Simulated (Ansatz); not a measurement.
# C2H7NSn: structure from calculated spectroscopic constants

These gas-phase data were calculated for one isomer of C2H7NSn at PBE0-D4/def2-SVP (harmonic, unscaled wavenumbers; equilibrium rotational constants with average atomic masses):

| Item | Value |
| --- | --- |
| rotational constants | 6.086, 2.768, 1.949 GHz |
| all wavenumbers above 1500 cm⁻¹ | 3598, 3166, 3152, 3148, 3055, 3044, 2997 |

Candidates:

(1) `C[NH][Sn][CH3]`, a singlet
(2) `CC[NH][SnH]`, a singlet
(3) `C[CH2][Sn][NH2]`, a singlet

Question: Which candidate do the data belong to?

Answer: Candidate (1). No mode falls between 1650 and 2000 cm⁻¹, where the Sn–H stretch of (2) would stand. 1 mode lies between 3250 and 3800 cm⁻¹, one for each N–H bond, while (3) has 2.

The same quantities for all candidates:

```
     rotational constants (GHz)                     wavenumbers above 1500 cm⁻¹  E above the lowest, PBE0-D4/def2-SVP (kcal/mol)
(1)         6.086, 2.768, 1.949        3598, 3166, 3152, 3148, 3055, 3044, 2997                                              4.3
(2)           17.6, 1.41, 1.397        3580, 3153, 3142, 3102, 3047, 3007, 1693                                              5.6
(3)         6.418, 2.698, 1.945  3701, 3582, 3127, 3108, 3088, 3040, 3030, 1513                                              0.0
```

Each candidate is one conformer. Atoms past krypton carry core potentials. Programs: Ansatz 0.2.0.
